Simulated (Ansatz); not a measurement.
Sn₁₃OH₁₈. Charge 0, multiplicity 1. Geometry r2SCAN-D4/def2-SVP, basis def2-TZVP, Ansatz.

```xyz
32

Sn   -1.579    2.393    1.862
Sn   -1.105   -3.685   -2.253
Sn   -1.693   -1.294    1.034
Sn   -1.686    1.004   -2.897
Sn    1.864    3.030    0.126
Sn    1.273   -1.059    0.329
Sn    1.636    0.054    4.242
Sn   -2.813   -1.559   -2.950
Sn   -1.512    2.861   -0.923
Sn    1.092    2.428    2.769
Sn    1.565   -3.035   -1.672
Sn    0.638   -2.636    3.543
Sn    1.051    1.125   -1.923
O    -1.164   -2.026    2.776
H    -2.118    0.686    1.751
H    -3.010    3.124    2.493
H    -1.365   -4.867   -3.480
H    -1.839   -4.317   -0.821
H    -1.670    1.818   -4.415
H     1.579    4.714   -0.149
H     3.558    2.804   -0.144
H     2.842   -0.410    0.700
H     1.086    0.651    5.780
H     3.360    0.236    4.379
H    -4.221   -1.496   -1.965
H    -3.342   -1.673   -4.588
H    -1.309    4.466   -1.508
H     1.182    3.931    3.632
H     2.293   -4.532   -1.218
H     2.300   -2.542   -3.149
H     1.451   -2.409    1.797
H     1.656    2.216   -3.159
```

```json
{"run": "A", "HOMO (eV)": "-5.02", "LUMO (eV)": "-3.29"}
{"run": "B", "HOMO (eV)": "-4.90", "LUMO (eV)": "-3.18"}
{"run": "C", "HOMO (eV)": "-5.67", "LUMO (eV)": "-2.74"}
{"run": "D", "HOMO (eV)": "-5.19", "LUMO (eV)": "-3.49"}
```

In the def2 sets Sn takes a core potential; there is no spin–orbit coupling. Single mean-field runs in def2-TZVP are fitted with def2-universal-jkfit.

**Question.** The runs used BLYP, LDA (SPW92), PBE, PBE0. Estimate which is which.

**Answer.** A PBE (0 % exact exchange); B BLYP (0 % exact exchange); C PBE0 (25 % exact exchange); D LDA (SPW92) (0 % exact exchange). Exact exchange lowers occupied and raises empty levels; among semilocal functionals meta-GGAs tend to open the gap a little, and such runs are hard to tell apart. The gap grows from 1.70 eV (LDA (SPW92)) to 2.93 eV (PBE0).
